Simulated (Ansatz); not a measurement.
The cluster Na₂Te⁺. The state is a quartet with charge 1. Geometry r2SCAN-D4/def2-TZVP; atoms count from 1.

```xyz
3

Na    0.0410    2.1322    2.9130
Na   -0.0549   -2.1319   -2.9130
Te    0.0139   -0.0003    0.0000
```

In the def2 sets Te takes a core potential; there is no spin–orbit coupling. At PBE0-D4/def2-TZVP a doublet of charge 1 lies 2.82 eV below the quartet, each at its own geometry. The structure comes from a short search, and lower isomers may exist.

Problem. Estimate the Mulliken populations from the PBE0/def2-TZVP orbitals of Ansatz.

Solution. 
```
atom  charge (e)  spin (α − β)
 Na1        0.40          0.49
 Na2        0.40          0.49
 Te3        0.19          2.01
```
Mulliken values and Mayer orders depend strongly on the basis.

Problem. Where does the spin sit?

Solution. Summed by element: Na 0.99, Te 2.01, of 3 unpaired in all. Largest on single atoms: Te3 2.01, Na1 0.49, Na2 0.49.
